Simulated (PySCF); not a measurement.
**Peak assignment**

Atom-mapped SMILES (the numbers label the heavy atoms): `[CH3:1][O:2][c:3]1[n:4][cH:5][p:6][cH:7][c:8]1[CH:9]=[O:10]`. Hydrogens are named by the atom that carries them.

No relativistic terms, no solvent model, fast rotation and ring inversion assumed for equivalent nuclei, one computed conformer. PBE0-D3(BJ)/def2-SVP geometry; shieldings: GIAO PBE/pcSseg-1; PySCF 2.14.0 with density-fitted response routines.

Referencing at the same level of theory: TMS for ¹³C (σ = 180.03 ppm), ¹H (σ = 31.20 ppm).

Q: Assign these signals to the numbered atoms. ¹³C{¹H} NMR (computed): δ 192.6, 187.3, 168.2, 164.5, 118.7, 54.7.

A: 
| δ (ppm) | atoms | environment | reason |
| --- | --- | --- | --- |
| 192.6 | C5 | ring CH next to a ring phosphorus | – |
| 187.3 | C9 | aldehyde carbonyl carbon | the double bond to the heteroatom, with no lone-pair donor beside it, deshields it most |
| 168.2 | C7 | ring CH next to a ring phosphorus | – |
| 164.5 | C3 | aromatic carbon bearing oxygen | σ withdrawal by the attached heteroatom moves it downfield of the ring CH carbons |
| 118.7 | C8 | substituted aromatic carbon | – |
| 54.7 | C1 | methyl carbon bonded to O | pulled downfield by the heteroatom |

Q: Assign these signals to the numbered atoms. ¹H NMR (500 MHz, computed): δ 10.66 (m, 1H), 10.08 (m, 1H), 9.65 (m, 1H), 4.09 (s, 3H).

A: 
| δ (ppm) | atoms | environment | reason |
| --- | --- | --- | --- |
| 10.66 | H(C9) | hydrogen on an aldehyde carbonyl carbon | deshielded by the polar, anisotropic C=O bond |
| 10.08 | H(C5) | hydrogen on a ring CH next to a ring phosphorus | – |
| 9.65 | H(C7) | hydrogen on a ring CH next to a ring phosphorus | – |
| 4.09 | H(C1) | hydrogen on a methyl carbon bonded to O | its carbon carries O, hence the downfield position |

Splittings by ³¹P in the carbon and heteronuclear signals aren't shown, as no couplings were computed. Shifts are as computed. Against solution values, carbons near 30 ppm lie about +2 ppm off and those near 130 ppm about +2 ppm (rms about the fit 1.8 ppm; single classes can miss by 10 ppm). Of 1328 compounds with measured shifts, 309 miss one by over three times the rms of a fit or turn the order of signals round; such compounds aren't used in these exercises. Signals without a measured value on file couldn't be tested in this way. Multiplicities follow the n + 1 count of equivalent neighbours, as no J values were calculated; m marks all less simple cases, F and P coupling included.
